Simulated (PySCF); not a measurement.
## Dipole response of Fe²⁺ (iron, charge +2)

[Ar] 3d6, high-spin 5D determinant. All numbers are calculated (PySCF 2.14, the spin-free X2C one-electron Hamiltonian (Gaussian nucleus), in aug-cc-pwCVTZ-DK (10s9p7d4f3g, 127 functions)). Coupled (time-dependent) response in atomic units; α is the mean over directions.

```tsv
method	mean α (bohr³)	α xx, yy, zz	C₆ (like pair)	S(−4)
PBE0	3.724	3.957, 3.957, 3.256	10.84	7.973
```

S(−4) is the Cauchy moment in α(ω) = α(0) + S(−4) ω² + …

α(iu) at PBE0:

| u (hartree) | α(iu) (bohr³) |
| --- | --- |
| 0 | 3.724 |
| 0.0500 | 3.704 |
| 0.100 | 3.647 |
| 0.200 | 3.450 |
| 0.300 | 3.196 |
| 0.500 | 2.696 |
| 0.750 | 2.206 |
| 1.00 | 1.843 |
| 1.50 | 1.349 |
| 2.00 | 1.032 |
| 3.00 | 0.6595 |
| 5.00 | 0.3351 |

For an ion, C₆ is the dispersion term alone; charge-induced terms of lower order in 1/R come first.

The components differ because the open shell of this determinant is not spherical; for a pure term their mean is the scalar polarisability.
